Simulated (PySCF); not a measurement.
How methods differ on the ionisation energy of Ar²⁺

Ar²⁺ [Ne] 3s2 3p4 (3P) → Ar³⁺ [Ne] 3s2 3p3 (4S), as a difference of total energies. Computed with PySCF 2.14 in aug-cc-pVTZ-DK (6s5p3d2f, 50 functions), with the spin-free X2C one-electron Hamiltonian (Gaussian nucleus). Correlated levels: valence: [Ne] frozen. The calculations carry no spin-orbit coupling.

```tsv
method	ionisation energy (eV)
UHF	39.386
LDA	40.830
PBE	40.718
PBE0	40.719
r2SCAN	40.690
wB97X	40.738
MN15	40.970
BHandHLYP	40.665
M06-2X	40.724
MP2 (valence)	40.198
SCS-MP2 (valence)	40.285
```

Problem. How much does correlation contribute at MP2 (valence)?

Solution. 40.198 − (39.386) = 0.812 eV, measured against UHF.

A first-order spin-orbit estimate (lowest level to lowest level, LS coupling) adds 0.063 eV.

Errors of the correlated levels include the incompleteness of this basis and the frozen core.

For comparison: 40.735 ± 0.012 eV (semi-empirical (NIST evaluation); NIST Atomic Spectra Database, ionization energies).
